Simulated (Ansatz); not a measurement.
## Interaction energy ladder

The pair of Cu⁺ (SMILES [Cu+], atom 1) and CH$_{4}$O (SMILES CO, atoms 2–7), both closed shells, in one local arrangement (a lower one may exist), relaxed at PBE0-D4/def2-TZVP:

Cu1  (-0.255, -0.355, -2.366)
C2  (0.387, 0.012, 0.579)
O3  (-0.590, -0.056, -0.494)
H4  (1.222, -0.621, 0.292)
H5  (-0.066, -0.376, 1.490)
H6  (0.718, 1.041, 0.714)
H7  (-1.414, 0.355, -0.214)
(Å)

Computed with Ansatz 0.2.0 (basis: def2-TZVPPD, with def2-QZVPPD for the basis limit); correlated methods freeze the cores. The 3s and 3p shells of Cu and Zn are frozen; filled d shells are correlated. B3LYP uses VWN-RPA correlation. Extrapolation: Hartree–Fock as exp(−7.88 √X), correlation as X^−2.97. Interaction energies count from these two fragments, frozen as in the pair, with the counterpoise correction; negative means bound.

(1) What is the interaction energy by CCSD(T) at an estimated basis limit (MP2 extrapolated from triple and quadruple zeta, plus CCSD(T) − MP2 in triple zeta)? (An estimate is asked for; the value comes from the calculation.)

(2) Which atoms make the shortest contact between the fragments?

The T1 diagnostic stays at or below 0.019.

## Answers

(1) Computed: -184.8 kJ/mol. Hartree–Fock alone gives -139.7 kJ/mol at the basis limit. It counts from the two fragments frozen as in the pair.

The same quantity by other methods in triple zeta, and each one's difference from that estimate:
| method | E_int (kJ/mol) | difference |
| --- | --- | --- |
| PBE-D4 | -209.5 | -24.7 |
| revPBE-D4 | -193.6 | -8.8 |
| BLYP-D4 | -209.6 | -24.8 |
| r2SCAN-D4 | -213.8 | -29.1 |
| B97M-V | -208.3 | -23.5 |
| PBE0-D4 | -192.3 | -7.5 |
| B3LYP-D4 | -198.0 | -13.3 |
| HSE06-D4 | -191.6 | -6.9 |
| wB97X-V | -189.5 | -4.7 |
| wB97M-V | -187.8 | -3.1 |
| B2PLYP | -187.9 | -3.1 |
| HF | -138.4 | 46.4 |
| MP2 | -177.1 | 7.7 |
| CCSD | -166.5 | 18.2 |
| CCSD(T) | -171.0 | 13.8 |
Differences are method less estimate.

(2) Cu1 and O3, 1.93 Å apart.

Energy to bend the free fragments (PBE0-D4 minima) into their shapes in the pair, CCSD(T)/def2-TZVPPD: CH$_{4}$O 2.5 kJ/mol. This must be added to the interaction energy to get the binding energy from relaxed fragments.

Basis-set superposition shift (counterpoise-corrected less uncorrected): CCSD(T) 6.9; MP2 6.3; HF 1.6; PBE0-D4 1.8; wB97M-V 1.6 kJ/mol.

For scale, one of the runs: CCSD(T)/def2-TZVPPD, 212 basis functions, launched by `ansatz run in.yaml --threads 4 --pin off --events-out ev --progress --plain --max-ram 9574MiB`. Hardware: 4 CPU threads of an Arm Neoverse V1, shared host. Wall time 68 s; peak host memory 2.9 GiB.
